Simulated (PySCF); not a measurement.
C5H13Si (charge +1).
InChI=1S/C5H13Si/c1-4-5-6(2)3/h4-5H2,1-3H3/q+1

Level of theory: PySCF 2.14.0, density-fitted response routines, TDDFT PBE0/def2-SVPD, vertical, gas phase, core orbitals frozen in the response. The structure is a single GFN2-xTB conformer in the gas phase; no vibrational or solvent corrections. GFN2-xTB frequencies show an imaginary mode (22i cm⁻¹), so this geometry is no minimum at that level. Torsions of this conformer, `[CH3:1][CH2:2][CH2:3][Si+:4]([CH3:5])[CH3:6]`: C1–C2–C3–Si4 -57°, C2–C3–Si4–C5 -69°.

Each state is given a Gaussian of 0.3 eV full width at half maximum, with ε(max) = 2.175×10⁸ f / Δν̃ (Δν̃ the width in cm⁻¹). The width is an assumption, not a result. The curve ends short of the highest state used, and states not computed would add to its high-energy end.

```json
{"E (eV)": "4.04", "ε (L mol⁻¹ cm⁻¹)": "0"}
{"E (eV)": "4.08", "ε (L mol⁻¹ cm⁻¹)": "1"}
{"E (eV)": "4.12", "ε (L mol⁻¹ cm⁻¹)": "2"}
{"E (eV)": "4.17", "ε (L mol⁻¹ cm⁻¹)": "5"}
{"E (eV)": "4.21", "ε (L mol⁻¹ cm⁻¹)": "10"}
{"E (eV)": "4.25", "ε (L mol⁻¹ cm⁻¹)": "18"}
{"E (eV)": "4.29", "ε (L mol⁻¹ cm⁻¹)": "32"}
{"E (eV)": "4.33", "ε (L mol⁻¹ cm⁻¹)": "50"}
{"E (eV)": "4.37", "ε (L mol⁻¹ cm⁻¹)": "71"}
{"E (eV)": "4.42", "ε (L mol⁻¹ cm⁻¹)": "95"}
{"E (eV)": "4.46", "ε (L mol⁻¹ cm⁻¹)": "108"}
{"E (eV)": "4.50", "ε (L mol⁻¹ cm⁻¹)": "111"}
{"E (eV)": "4.54", "ε (L mol⁻¹ cm⁻¹)": "104"}
{"E (eV)": "4.58", "ε (L mol⁻¹ cm⁻¹)": "88"}
{"E (eV)": "4.62", "ε (L mol⁻¹ cm⁻¹)": "67"}
{"E (eV)": "4.67", "ε (L mol⁻¹ cm⁻¹)": "42"}
{"E (eV)": "4.71", "ε (L mol⁻¹ cm⁻¹)": "26"}
{"E (eV)": "4.75", "ε (L mol⁻¹ cm⁻¹)": "16"}
{"E (eV)": "4.79", "ε (L mol⁻¹ cm⁻¹)": "12"}
{"E (eV)": "4.83", "ε (L mol⁻¹ cm⁻¹)": "14"}
{"E (eV)": "4.88", "ε (L mol⁻¹ cm⁻¹)": "26"}
{"E (eV)": "4.92", "ε (L mol⁻¹ cm⁻¹)": "43"}
{"E (eV)": "4.96", "ε (L mol⁻¹ cm⁻¹)": "68"}
{"E (eV)": "5.00", "ε (L mol⁻¹ cm⁻¹)": "99"}
{"E (eV)": "5.04", "ε (L mol⁻¹ cm⁻¹)": "134"}
{"E (eV)": "5.08", "ε (L mol⁻¹ cm⁻¹)": "175"}
{"E (eV)": "5.13", "ε (L mol⁻¹ cm⁻¹)": "241"}
{"E (eV)": "5.17", "ε (L mol⁻¹ cm⁻¹)": "318"}
{"E (eV)": "5.21", "ε (L mol⁻¹ cm⁻¹)": "432"}
{"E (eV)": "5.25", "ε (L mol⁻¹ cm⁻¹)": "589"}
{"E (eV)": "5.29", "ε (L mol⁻¹ cm⁻¹)": "778"}
{"E (eV)": "5.33", "ε (L mol⁻¹ cm⁻¹)": "971"}
{"E (eV)": "5.38", "ε (L mol⁻¹ cm⁻¹)": "1148"}
{"E (eV)": "5.42", "ε (L mol⁻¹ cm⁻¹)": "1191"}
{"E (eV)": "5.46", "ε (L mol⁻¹ cm⁻¹)": "1128"}
{"E (eV)": "5.50", "ε (L mol⁻¹ cm⁻¹)": "973"}
{"E (eV)": "5.54", "ε (L mol⁻¹ cm⁻¹)": "765"}
{"E (eV)": "5.58", "ε (L mol⁻¹ cm⁻¹)": "547"}
{"E (eV)": "5.63", "ε (L mol⁻¹ cm⁻¹)": "317"}
{"E (eV)": "5.67", "ε (L mol⁻¹ cm⁻¹)": "186"}
{"E (eV)": "5.71", "ε (L mol⁻¹ cm⁻¹)": "105"}
{"E (eV)": "5.75", "ε (L mol⁻¹ cm⁻¹)": "65"}
{"E (eV)": "5.79", "ε (L mol⁻¹ cm⁻¹)": "62"}
{"E (eV)": "5.83", "ε (L mol⁻¹ cm⁻¹)": "93"}
{"E (eV)": "5.88", "ε (L mol⁻¹ cm⁻¹)": "184"}
{"E (eV)": "5.92", "ε (L mol⁻¹ cm⁻¹)": "300"}
{"E (eV)": "5.96", "ε (L mol⁻¹ cm⁻¹)": "447"}
{"E (eV)": "6.00", "ε (L mol⁻¹ cm⁻¹)": "606"}
{"E (eV)": "6.04", "ε (L mol⁻¹ cm⁻¹)": "743"}
{"E (eV)": "6.08", "ε (L mol⁻¹ cm⁻¹)": "827"}
{"E (eV)": "6.13", "ε (L mol⁻¹ cm⁻¹)": "822"}
{"E (eV)": "6.17", "ε (L mol⁻¹ cm⁻¹)": "732"}
{"E (eV)": "6.21", "ε (L mol⁻¹ cm⁻¹)": "591"}
{"E (eV)": "6.25", "ε (L mol⁻¹ cm⁻¹)": "432"}
{"E (eV)": "6.29", "ε (L mol⁻¹ cm⁻¹)": "287"}
{"E (eV)": "6.33", "ε (L mol⁻¹ cm⁻¹)": "172"}
```

Question: Locate the maxima and give the states behind the curve.

Answer: 276 nm (4.49 eV), ε about 110, made up of S1 (100%); 229 nm (5.42 eV), ε about 1200, made up of S3 (92%); 203 nm (6.10 eV), ε about 840, made up of S5 (100%) (ε in L mol⁻¹ cm⁻¹; maxima over ε = 5, shares over 10%). The states used: S1 4.49 eV (f 0.0012); S2 5.12 eV (f 0.0016); S3 5.41 eV (f 0.012); S4 5.49 eV (f 0.0012); S5 6.10 eV (f 0.0094); S6 6.93 eV (f 0.0032).

Question: Coming from long wavelengths, where does ε first pass 100 L mol⁻¹ cm⁻¹?

Answer: At about 280 nm (4.43 eV), 0.06 eV below S1.

Question: On this curve, what absorbance would a 10⁻³ mol/L sample give at 248 nm over a 1 cm path?

Answer: 248 nm is 4.999 eV, where ε is about 98 L mol⁻¹ cm⁻¹, so A = ε c l ≈ 0.098 (Beer–Lambert, with the gas-phase spectrum and the assumed width).

Question: What would ε be at 5.42 eV, the highest of these maxima, with half the width (0.15 eV)?

Answer: About 2280 L mol⁻¹ cm⁻¹ against 1190, a factor of about 1.9; a lone state at its own centre would give exactly 2.
